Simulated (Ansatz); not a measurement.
Reaction (redistribution): `O=C=[N][Hf]([F])([F])[F]` + `[F][GeH]([F])[Cl]` → `[F][Hf]([F])([F])[F]` + `O=C=[N][GeH]([F])[Cl]`

Program: Ansatz. Geometries: PBE0-D4/def2-TZVP. ΔE: electronic, gas phase. CBS: MP2 limit from def2 TZ/QZ plus the TZ coupled-cluster correction, frozen cores. Functionals use def2-TZVPP. B3LYP here is the variant with VWN-RPA as its local correlation; programs differ in this. def2 core potentials past Kr. For Ge, Hf outer-core shells are correlated without core-valence functions, which leaves a few kJ/mol of doubt a bond. Scalar relativity is left out up to krypton. One conformer a species, not always the lowest.

`O=C=[N][Hf]([F])([F])[F]`:

Cartesian coordinates in Å:
```
O -2.186 -2.201 1.087
C -1.414 -1.423 0.703
N -0.614 -0.617 0.305
Hf 0.733 0.737 -0.364
F 0.933 2.128 0.909
F 0.137 1.479 -2.005
F 2.410 -0.103 -0.635
```

`[F][GeH]([F])[Cl]`:

```xyz
5

F    -0.617   -0.816    1.359
Ge    0.058   -0.096   -0.041
F    -1.210   -0.076   -1.193
Cl    0.537    1.905    0.427
H     1.231   -0.917   -0.552
```

`[F][Hf]([F])([F])[F]`:

```xyz
5

F     0.870   -0.361    1.647
Hf    0.000    0.000    0.000
F     0.543    1.701   -0.642
F     0.466   -1.333   -1.267
F    -1.879   -0.007    0.263
```

`O=C=[N][GeH]([F])[Cl]`:

Cartesian coordinates in Å:
```
O -1.503 1.919 1.609
C -0.674 1.234 1.176
N 0.240 0.548 0.791
Ge 0.543 -0.649 -0.524
F 0.855 0.253 -1.954
Cl -1.209 -1.788 -0.897
H 1.747 -1.516 -0.201
```

Task: Is it downhill or uphill in electronic energy at CCSD(T)/CBS, and by how much? (Estimate.)

Result: Computed: Downhill: ΔE = -27.6 kJ/mol.

Task: What do these levels give: LDA (SPW92), BLYP-D4, r2SCAN-D4, B97M-V, PBE0-D4, B3LYP-D4, BHLYP-D4, B2PLYP, revPBE, r2SCAN0, LC-ωPBE, HF/CBS(def2)? (An estimate is asked.)

Result: Ansatz gave: LDA (SPW92) -28.2, BLYP-D4 -28.7, r2SCAN-D4 -26.1, B97M-V -22.0, PBE0-D4 -28.3, B3LYP-D4 -27.2, BHLYP-D4 -24.7, B2PLYP -25.0, revPBE -27.1, r2SCAN0 -24.9, LC-ωPBE -32.3, HF/CBS(def2) -17.2 kJ/mol.

Largest T1 diagnostic among the species: 0.017.

The D4 term adds −3.5 kJ/mol with B3LYP and −1.9 kJ/mol with PBE0; it sums over pairs of atoms, weighted by their polarisabilities, and B3LYP, whose exchange is more repulsive, gets the larger term. In def2-TZVPP, CCSD(T) changes the Hartree–Fock value by −7.3 kJ/mol (the triples alone add −0.9 kJ/mol) and MP2 by −8.8 kJ/mol. Leaving LDA and LC-ωPBE aside and taking each functional with its dispersion term where it has one, the values, not all of them listed here, spread over 10.5 kJ/mol, from revPBE-D4 to B97M-V.
